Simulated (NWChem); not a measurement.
Molecule: SiH3SO2F; SMILES O[Si](O)(F)S

```xyz
8

O     -1.2827    -0.9628     0.7980
Si     0.0550    -0.3367     0.0753
O      1.3797    -0.9052     0.8545
F      0.0937    -0.7940    -1.4697
S      0.0006     1.7896     0.1485
H     -2.1305    -0.8171     0.3544
H      1.3867    -1.8577     1.0321
H      0.9442     1.9834    -0.7983
```
Atoms are numbered in this order, from 1.

Level: B3LYP/6-31G* (spherical d) (NWChem), optimised geometry, unscaled harmonic frequencies. B3LYP is NWChem's, with the RPA form of VWN correlation.

| frequency (cm⁻¹) | IR intensity (km/mol) |
|---|---|
| 70 | 42.4 |
| 169 | 24.9 |
| 196 | 39.8 |
| 241 | 7.4 |
| 287 | 69.0 |
| 321 | 34.6 |
| 343 | 42.6 |
| 349 | 100.6 |
| 532 | 99.6 |
| 761 | 13.1 |
| 808 | 145.4 |
| 846 | 192.2 |
| 899 | 228.7 |
| 967 | 170.4 |
| 1000 | 139.8 |
| 2683 | 3.8 |
| 3784 | 78.5 |
| 3802 | 87.2 |

* **zero-point energy**: 25.8 kcal/mol
* **thermal correction to the enthalpy at 298.15 K (with zero-point energy)**: 31.1 kcal/mol
* **heat capacity Cv**: 24.3 cal/(mol K)
* **entropy at 298.15 K and 1 atm (symmetry number 1)**: 84.5 cal/(mol K)
* **dipole moment**: 1.58 D

Rigid rotor and harmonic oscillator; modes under 100 cm⁻¹ make the entropy uncertain.
